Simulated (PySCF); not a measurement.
The complex [VI4]2- (charge -2) contains V(II), shell d3. The structure is a model geometry with rigid ligands and bond lengths from ionic radii, not a minimum; coordination tetrahedral, point group Td, metal–donor distances 2.73 Å.

Method (PySCF 2.14, density fitting): CASSCF(3,5) with orbitals averaged over all microstates of the shell, strongly contracted NEVPT2 on the averaged canonical orbitals; basis x2c-TZVPall on the metal, x2c-SVPall elsewhere; spin-free X2C; IEF-PCM water; spin-orbit coupling by state interaction with the mean-field operator over all roots.

CASSCF energies above the lowest CASSCF root:

| state | CASSCF / cm⁻¹ |
| --- | --- |
| 4T1 | 0 |
| 4T2 | 2109 |
| 4A2 | 4574 |
| 2E | 12871 |
| 2T1 | 14126 |
| 2T2 | 14153 |
| 4T1 | 14592 |
| 2A1 | 14895 |
| 2T1 | 18156 |
| 2T1 | 18904 |
| 2T2 | 19009 |
| 2E | 19563 |
| 2T1 | 20736 |
| 2E | 21180 |
| 2T2 | 21616 |
| 2T1 | 31947 |
| 2T2 | 32086 |
| 2A2 | 32127 |
| 2T2 | 49591 |
| 2E | 49592 |

**Question.** How does dynamic correlation (SC-NEVPT2) move these states?

**Answer.** 
```
state  NEVPT2 / cm⁻¹  shift / cm⁻¹
  4T1              0             0
  4T2           2452          +343
  4A2           5327          +753
   2E          10773         -2098
  2T1          12582         -1544
  2T2          12565         -1588
  4T1          12118         -2473
  2A1          13624         -1271
  2T1          15853         -2303
  2T1          17542         -1362
  2T2          17274         -1736
   2E          18195         -1368
  2T1          19379         -1357
   2E          18461         -2719
  2T2          18870         -2746
  2T1          27378         -4570
  2T2          27357         -4730
  2A2          27505         -4622
  2T2          41035         -8556
   2E          41000         -8592
```

In the ligand-field fit 10Dq goes from 2391 to 2673 cm⁻¹, B goes from 861 to 682 cm⁻¹, C goes from 3244 to 2891 cm⁻¹.

The ground state is orbitally degenerate in this regular structure, which would distort (Jahn–Teller). NEVPT2 lifts 4A2 from 4574 to 5327 cm⁻¹; on the d shell alone such lifts tend to overshoot.
